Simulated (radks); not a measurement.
Values are calculated unless marked as measured or tabulated.
All-electron atom: the rhenium ion Re2+ in [Xe] 4f14 5d5.

Level of theory: Dirac Kohn-Sham, BP86, spin-unpolarised, spherical densities, finite nucleus; open shells are shared between the two j in proportion to 2j + 1; Fermi nuclear charge, rms radius 5.3698 fm (a radial shooting solver on a logarithmic mesh with Libxc functionals).

Energy parts (hartree):
part                       energy
total                 -16716.0523
kinetic                18893.5716
electron-nucleus      -41763.9477
Hartree                 6488.8379
exchange-correlation    -334.5142

Orbitals (lengths in bohr, moments of r in powers of bohr; <r^-3> diverges for s and p1/2; r(90%) holds 90 % of the orbital's charge):
[
 {"orbital": "1s1/2", "occ.": "2", "eigenvalue (hartree)": "-2629.708", "<r^-3>": "-", "r(90%)": "0.0329", "small-component weight": "8.02e-02"},
 {"orbital": "2s1/2", "occ.": "2", "eigenvalue (hartree)": "-456.1421", "<r^-3>": "-", "r(90%)": "0.118", "small-component weight": "1.82e-02"},
 {"orbital": "2p1/2", "occ.": "2", "eigenvalue (hartree)": "-436.6058", "<r^-3>": "-", "r(90%)": "0.104", "small-component weight": "1.83e-02"},
 {"orbital": "2p3/2", "occ.": "4", "eigenvalue (hartree)": "-383.6812", "<r^-3>": "17110", "r(90%)": "0.114", "small-component weight": "1.65e-02"},
 {"orbital": "3s1/2", "occ.": "2", "eigenvalue (hartree)": "-106.0733", "<r^-3>": "-", "r(90%)": "0.290", "small-component weight": "6.01e-03"},
 {"orbital": "3p1/2", "occ.": "2", "eigenvalue (hartree)": "-97.32466", "<r^-3>": "-", "r(90%)": "0.281", "small-component weight": "5.96e-03"},
 {"orbital": "3p3/2", "occ.": "4", "eigenvalue (hartree)": "-85.83244", "<r^-3>": "3892", "r(90%)": "0.302", "small-component weight": "5.43e-03"},
 {"orbital": "3d3/2", "occ.": "4", "eigenvalue (hartree)": "-71.09394", "<r^-3>": "674.2", "r(90%)": "0.275", "small-component weight": "5.32e-03"},
 {"orbital": "3d5/2", "occ.": "6", "eigenvalue (hartree)": "-68.59958", "<r^-3>": "570.6", "r(90%)": "0.281", "small-component weight": "5.17e-03"},
 {"orbital": "4s1/2", "occ.": "2", "eigenvalue (hartree)": "-22.61916", "<r^-3>": "-", "r(90%)": "0.633", "small-component weight": "1.99e-03"},
 {"orbital": "4p1/2", "occ.": "2", "eigenvalue (hartree)": "-18.96459", "<r^-3>": "-", "r(90%)": "0.647", "small-component weight": "1.90e-03"},
 {"orbital": "4p3/2", "occ.": "4", "eigenvalue (hartree)": "-16.28326", "<r^-3>": "909.0", "r(90%)": "0.695", "small-component weight": "1.70e-03"},
 {"orbital": "4d3/2", "occ.": "4", "eigenvalue (hartree)": "-10.27360", "<r^-3>": "138.6", "r(90%)": "0.739", "small-component weight": "1.50e-03"},
 {"orbital": "4d5/2", "occ.": "6", "eigenvalue (hartree)": "-9.77822", "<r^-3>": "114.8", "r(90%)": "0.756", "small-component weight": "1.45e-03"},
 {"orbital": "4f5/2", "occ.": "6", "eigenvalue (hartree)": "-2.21758", "<r^-3>": "21.58", "r(90%)": "0.947", "small-component weight": "1.05e-03"},
 {"orbital": "4f7/2", "occ.": "8", "eigenvalue (hartree)": "-2.12524", "<r^-3>": "20.54", "r(90%)": "0.963", "small-component weight": "1.03e-03"},
 {"orbital": "5s1/2", "occ.": "2", "eigenvalue (hartree)": "-3.73985", "<r^-3>": "-", "r(90%)": "1.49", "small-component weight": "4.56e-04"},
 {"orbital": "5p1/2", "occ.": "2", "eigenvalue (hartree)": "-2.63507", "<r^-3>": "-", "r(90%)": "1.66", "small-component weight": "3.78e-04"},
 {"orbital": "5p3/2", "occ.": "4", "eigenvalue (hartree)": "-2.23129", "<r^-3>": "134.2", "r(90%)": "1.81", "small-component weight": "3.22e-04"},
 {"orbital": "5d3/2", "occ.": "2", "eigenvalue (hartree)": "-0.81379", "<r^-3>": "10.44", "r(90%)": "2.70", "small-component weight": "1.61e-04"},
 {"orbital": "5d5/2", "occ.": "3", "eigenvalue (hartree)": "-0.77767", "<r^-3>": "8.395", "r(90%)": "2.79", "small-component weight": "1.51e-04"}
]

The highest occupied level is 5d5/2 at -21.161 eV. The electron density at the nucleus is 1.547e+06 e/bohr^3. Summed over all electrons, <r^2> = 42.40 bohr^2, which gives a Langevin (diamagnetic) susceptibility term of -33.6 x 10^-6 cm^3/mol. The density falls to 0.001 e/bohr^3 at r = 3.71 bohr.
